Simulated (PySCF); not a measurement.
Compound: C5H11NOSi2.
SMILES with atom numbers: `[N:1]#[C:2][C@@H:3]1[CH2:4][CH2:5][C@H:6]1[SiH2:7][O:8][SiH3:9]`

Probes without a nucleus sit at each ring's centroid and 1 Å off its mean plane on both sides; NICS is minus the shielding there, NICSzz its component along the normal. Level: GIAO PBE0/pcSseg-1 (PySCF, non-relativistic, gas phase) on the PBE0-D3(BJ)/def2-SVP geometry, one conformer.

Ring bond lengths (Å), with Mayer bond orders in brackets: C3–C4 1.547 (0.99), C4–C5 1.537 (1.04), C5–C6 1.551 (1.01), C6–C3 1.561 (0.94).

**Question.** What do the NICS probes read (ppm)?

**Answer.** 
```json
{"ring": "C3–C4–C5–C6", "type": "4-membered carbocycle; formal bonds all single", "NICS(0)": "-2.2", "NICS(1), two faces": "-0.5 / -2.0", "NICS(1)zz, two faces": "5.3 / 2.2", "rms pucker (Å)": "0.12", "centre to ring atoms, mean (Å)": "1.09"}
```

**Question.** What can be read from them?

**Answer.** 
- C3–C4–C5–C6: mean NICS(1)zz 3.8 ppm, deshielded. C3, C4, C5, C6 have four or more neighbours, so the value isn't read as a sign of a π ring current. The two faces differ by 3.1 ppm, so no symmetry operation interchanges them.

**Question.** What is the mean of the two in-plane components of NICS at the second NICS(1) probe listed for ring C3–C4–C5–C6, 1 Å off the ring?

**Answer.** The isotropic value is a third of the trace: (3 × -2.0 − (2.2))/2 = -4.1 ppm.

**Question.** Give the inner angles of the rings and the Hirshfeld charges of the ring atoms.

**Answer.** 
- C3–C4–C5–C6: C3 88.6° (-0.003 e), C4 88.7° (-0.055 e), C5 89.3° (-0.062 e), C6 87.7° (-0.111 e); sum 354.4° against 360° for a flat convex ring.

**Question.** How shielded are the nuclei of the rings and their hydrogens (means over atoms taken as equivalent)?

**Answer.** 
```csv
atoms,environment,σ isotropic (ppm),"principal values of the symmetric part, first atom (ppm)"
C3,sp3 carbon next to a nitrile,163.5,"144.1, 169.6, 176.9"
C4,four-membered-ring carbon,154.3,"138.0, 151.8, 173.1"
C5,four-membered-ring carbon,163.5,"147.7, 166.2, 176.6"
C6,sp3 carbon bound to silicon,154.5,"143.0, 152.5, 167.9"
H on C3,methine hydrogen,28.30,"24.6, 28.9, 31.4"
H on C4,methylene hydrogen,28.80,"25.9, 27.3, 33.2"
H on C4,methylene hydrogen,29.04,"25.4, 26.0, 35.7"
H on C5,methylene hydrogen,29.33,"25.8, 28.9, 33.3"
H on C5,methylene hydrogen,29.48,"25.3, 26.6, 36.6"
H on C6,methine hydrogen,29.44,"27.5, 28.0, 32.8"
```

**Question.** How do the values depend on the level or the medium?

**Answer.** 
```json
{"level": "PBE0/pcSseg-1, gas", "NICS(0), C3–C4–C5–C6": "-2.2", "mean NICS(1)zz, C3–C4–C5–C6": "3.8"}
{"level": "wB97X-D/pcSseg-1, gas", "NICS(0), C3–C4–C5–C6": "-2.2", "mean NICS(1)zz, C3–C4–C5–C6": "3.5"}
{"level": "PBE0/pcSseg-1, IEF-PCM dimethylsulfoxide", "NICS(0), C3–C4–C5–C6": "-2.3", "mean NICS(1)zz, C3–C4–C5–C6": "3.9"}
{"level": "PBE0/pcSseg-1, IEF-PCM tetrahydrofuran", "NICS(0), C3–C4–C5–C6": "-2.3", "mean NICS(1)zz, C3–C4–C5–C6": "3.9"}
```

The geometry is the same throughout; the continuum's cavity takes Bondi-type radii × 1.2.

On one thread, Arm Neoverse N1 (aarch64), no GPU (shared host), this took 1.9 min of wall time (with the writing of density and orbital grids) and 1.2 GiB of memory at its peak. This is the whole shielding run at PBE0/pcSseg-1, SCF included.

Shape of the structure used: `[N:1]#[C:2][C@@H:3]1[CH2:4][CH2:5][C@H:6]1[SiH2:7][O:8][SiH3:9]`: C5–C6–Si7–O8 56°, C6–Si7–O8–Si9 -99°.
